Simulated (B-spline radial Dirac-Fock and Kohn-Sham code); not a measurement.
# Two-hole binding energies of V³⁺

System: vanadium as V³⁺, configuration [Ar] 3d2, inside a Watson sphere of charge -3 and radius 2.7 Å (a model of the Madelung potential; inside it an electron's potential energy is raised by 16.0 eV).

Method: ΔSCF Dirac-Fock with Breit, self-energy and vacuum polarisation, finite nucleus, configuration average. Computed with an atomic code on a B-spline grid. U is the two-hole binding energy less the two single-hole energies, the effective repulsion of the holes after relaxation. Each two-hole energy is an average over J within one jj subconfiguration.

```
          holes  E(a) (eV)  E(b) (eV)  E(ab) (eV)  U (eV)
   1s⁻¹ 3p3/2⁻¹     5499.6      70.34      5597.1    27.2
           2s⁻²      664.4      664.4      1386.5    57.7
   2s⁻¹ 2p1/2⁻¹      664.4      556.3      1273.3    52.7
2p1/2⁻¹ 2p3/2⁻¹      556.3      549.4      1167.6    61.9
        2p3/2⁻²      549.4      549.4      1161.9    63.1
   2s⁻¹ 3p1/2⁻¹      664.4      71.20       760.9    25.3
   2s⁻¹ 3p3/2⁻¹      664.4      70.34       759.9    25.2
   2p1/2⁻¹ 3s⁻¹      556.3      103.5       686.0    26.2
   2p3/2⁻¹ 3s⁻¹      549.4      103.5       679.1    26.2
2p1/2⁻¹ 3p3/2⁻¹      556.3      70.34           ?       ?
2p3/2⁻¹ 3p1/2⁻¹      549.4      71.20       646.3    25.7
        3p1/2⁻²      71.20      71.20       164.1    21.7
3p1/2⁻¹ 3p3/2⁻¹      71.20      70.34       161.9    20.4
        3p3/2⁻²      70.34      70.34       161.4    20.8
```

Task: Give the missing two-hole energy and U.

Result: E(ab) = 652.3 eV and U = 25.6 eV.
